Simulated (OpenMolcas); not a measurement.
Potential curves of GeAs: spin-free states

Calculated with OpenMolcas 26.06: state-averaged CASSCF(7,7) over As 4p, Ge 4s 4p, XMS-CASPT2 (IPEA 0.25, imaginary shift 0.2 hartree), scalar X2C, ANO-RCC-VTZP, then RASSI spin–orbit state interaction with atomic mean-field integrals. C2 symmetry about the axis (a holds Σ, Δ, Γ; b holds Π, Φ, H; Σ⁺ and Σ⁻ are not told apart); roots by multiplicity and irrep: 2b 8, 2a 7, 4a 4, 4b 2, 6a 1.

XMS-CASPT2 energies in eV from the lowest point. Curves are followed by energy order within each symmetry, so they are adiabatic and may change character at avoided crossings; Σ⁺ and Σ⁻ are counted together.

```tsv
R (Å)	(1)2Π	(1)2Σ	(1)4Π	(1)4Σ	(1)4Δ	(2)2Σ	(1)6Σ
1.937	1.476	0.845	4.916	3.732	4.359	4.335	6.764
2.049	0.554	0.267	3.486	2.692	3.314	3.437	5.254
2.252	0.000	0.146	2.123	1.870	2.482	2.715	3.727
2.365	0.033	0.355	1.791	1.751	2.364	2.613	3.285
2.477	0.205	0.654	1.632	1.764	2.373	2.624	3.016
2.635	0.568	1.132	1.599	1.909	2.522	2.745	2.821
2.837	1.097	1.719	1.748	2.173	2.823	2.987	2.739
3.153	1.783	2.350	2.131	2.523	3.306	3.390	2.750
3.603	2.407	2.705	2.570	2.748	3.650	3.945	2.813
```

The 7 lowest clean curves are shown; the next is (2)4Σ, from 2.80 eV. Left out for impure symmetry, kinks or missing points, though low: (2)2Π, (1)2Φ. Only roots inside an energy window near the equilibrium distance were included, so the list of states is not complete; labels number the states computed. Each spin and symmetry block has orbitals of its own, averaged over its own roots, so gaps between blocks are less sure than gaps within one and near the minimum can be off by tenths of an eV, in bad cases by more. No Rydberg orbitals are active, so Rydberg states, and σ→σ* states whose orbital the CASSCF left unused, can be missing between those listed. CASPT2 splits the two components of degenerate states numerically, here by up to 110 cm⁻¹. At stretched bonds a block can hold a wrong CASSCF solution and miss its lowest state; points past a visible jump are left out. No roots were computed in block 6b (none fell in the window or the block failed), so states of that kind are missing and can lie low or lowest. Points that failed a check (symmetry, reference weights, a jump) are left out.
